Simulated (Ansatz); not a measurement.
Two isomers of CH3ClOSi: A = `Cl[SiH]1CO1`, B = `O=C[SiH2]Cl`.

Computed with Ansatz on PBE0-D4/def2-TZVP structures; ΔE is electronic, products minus reactants. CBS: MP2 limit from def2 TZ/QZ plus the TZ coupled-cluster correction, frozen cores. DFT in def2-TZVPP. B3LYP here is the variant with VWN-RPA as its local correlation; programs differ in this. Each species was taken in one conformer, which may not be the lowest.

A:

Z-matrix (Å, degrees):
```
Si
C 1 1.794
O 1 1.643 2 51.3
Cl 1 2.030 2 122.0 3 -102.0
H 1 1.471 2 125.9 3 99.6
H 2 1.088 1 123.1 3 -98.3
H 2 1.088 1 121.0 3 99.0
```

B:

Z-matrix (Å, degrees):
```
Si
C 1 1.924
Cl 1 2.052 2 109.2
H 1 1.480 2 108.8 3 -119.4
H 1 1.480 2 108.8 3 119.3
O 2 1.204 1 118.9 3 179.6
H 2 1.115 1 120.6 3 -0.4
```

Task: Which is lower in electronic energy at CCSD(T)/CBS, and by how much? (An estimate is asked.)

Result: Ansatz gave: A, by 38.8 kJ/mol.

Task: Give E(B) − E(A) in kJ/mol with PBE-D4, PBE0-D4, CCSD(T)/def2-SVP, B3LYP-D4, HF/def2-TZVPP, B3LYP, CCSD/def2-TZVPP. (An estimate is asked.)

Result: The calculation gave: PBE-D4 38.5, PBE0-D4 42.5, CCSD(T)/def2-SVP -3.2, B3LYP-D4 28.0, HF/def2-TZVPP 7.5, B3LYP 27.2, CCSD/def2-TZVPP 33.0. The order is the other way round with CCSD(T)/def2-SVP.

Task: Does the order hold for the free energy at 298.15 K (harmonic terms from PBE0-D4)? (An estimate is asked.)

Result: Computed: Yes: G(B) − G(A) = +21.9 kJ/mol, for one conformer each. Modes under 60 cm⁻¹, often nearly free rotors, make the harmonic entropy too high.

Largest T1 diagnostic: 0.014.

In def2-TZVPP, CCSD(T) changes the Hartree–Fock value by +27.2 kJ/mol (the triples alone add +1.7 kJ/mol) and MP2 by +38.6 kJ/mol. At CCSD(T), def2-SVP lies −42.0 kJ/mol from the extrapolated value and def2-TZVPP −4.1 kJ/mol.
